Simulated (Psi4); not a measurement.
Psi4 was given this input:
```
memory 2 GB

molecule mol {
0 1
B     0.193386    0.185469    0.774849
O     0.040275   -0.232353    2.051227
H     0.440845    0.281331    2.752971
O     0.878421    1.291430    0.388431
H     1.289592    1.824396    1.069084
S    -0.581739   -0.818249   -0.515339
C    -0.110044    0.119772   -2.012278
H    -0.514910    1.123784   -1.949566
H    -0.535014   -0.410917   -2.856398
H     0.971091    0.154807   -2.088504
}

set {
  basis def2-svp
  reference rhf
  freeze_core true
}

energy('dlpno-mp2')
print_variables()
```

Q: Give the MP2 correlation energy at the level DLPNO-MP2/def2-SVP (Psi4).

A: -0.7257 Eh

Q: What total energy does DLPNO-MP2/def2-SVP give?

A: -613.2914 Eh

Q: Give the number of basis functions at the level DLPNO-MP2/def2-SVP.

A: 99

Q: Estimate the nuclear repulsion energy that DLPNO-MP2/def2-SVP returns for this input.

A: 218.9049 Eh
